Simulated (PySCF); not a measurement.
CH3BrSSe, SMILES CS[Se]Br. Geometry optimised at r2SCAN-D4/def2-SVP. The structure was generated by enumeration, and PubChem lists no compound with its InChIKey, so it may never have been made. Other conformers were not sampled.

Computed equilibrium geometry at r2SCAN-D4/def2-SVP (PySCF confirms it by a frequency run) as a Z-matrix (one conformer of several):
```
C
H 1 1.0983
H 1 1.0992 2 110.64
H 1 1.1010 2 109.86 3 -120.87
S 1 1.8232 2 111.04 4 -116.90
Se 5 2.1545 1 103.96 2 -58.62
Br 6 2.3921 5 105.23 1 -82.18
```
